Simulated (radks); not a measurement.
Species: Os+. Configuration: [Xe] 4f14 5d6 6s1 (the NIST ground configuration). Calculated with a radial shooting solver on a logarithmic mesh with Libxc functionals: Dirac Kohn-Sham, PBE, spin-unpolarised, spherical densities, finite nucleus; open shells fill j = l - 1/2 first; Fermi nuclear charge, rms radius 5.4126 fm.

Normalised radial functions P(r) = r R(r) (large component), r in bohr:

| r | 5d3/2 |
|---|---|
| 0.00299 | 0.0002 |
| 0.003481 | 0.0003 |
| 0.004052 | 0.0004 |
| 0.004717 | 0.0005 |
| 0.005491 | 0.0008 |
| 0.006393 | 0.0011 |
| 0.007383 | 0.0016 |
| 0.008595 | 0.0024 |
| 0.01001 | 0.0034 |
| 0.01165 | 0.0050 |
| 0.01356 | 0.0072 |
| 0.01579 | 0.0104 |
| 0.01838 | 0.0150 |
| 0.0214 | 0.0213 |
| 0.02491 | 0.0300 |
| 0.029 | 0.0418 |
| 0.03376 | 0.0573 |
| 0.03899 | 0.0761 |
| 0.04539 | 0.1007 |
| 0.05284 | 0.1299 |
| 0.06151 | 0.1628 |
| 0.07161 | 0.1967 |
| 0.08336 | 0.2276 |
| 0.09705 | 0.2490 |
| 0.113 | 0.2532 |
| 0.1315 | 0.2318 |
| 0.1531 | 0.1781 |
| 0.1768 | 0.0955 |
| 0.2059 | -0.0201 |
| 0.2397 | -0.1507 |
| 0.279 | -0.2726 |
| 0.3248 | -0.3578 |
| 0.3781 | -0.3801 |
| 0.4402 | -0.3236 |
| 0.5124 | -0.1889 |
| 0.5966 | 0.0068 |
| 0.6945 | 0.2337 |
| 0.8085 | 0.4570 |
| 0.9337 | 0.6355 |
| 1.087 | 0.7659 |
| 1.265 | 0.8250 |
| 1.473 | 0.8150 |
| 1.715 | 0.7490 |
| 1.997 | 0.6452 |
| 2.324 | 0.5225 |
| 2.706 | 0.3971 |
| 3.15 | 0.2815 |
| 3.667 | 0.1847 |
| 4.235 | 0.1145 |
| 4.93 | 0.0627 |
| 5.74 | 0.0305 |
| 6.682 | 0.0129 |
| 7.779 | 0.0046 |
| 9.056 | 0.0014 |

5d3/2: eigenvalue -14.600 eV, 2 radial nodes at r = 0.201, 0.594 bohr, <r> = 1.72 bohr, 90 % of the charge inside 2.70 bohr.
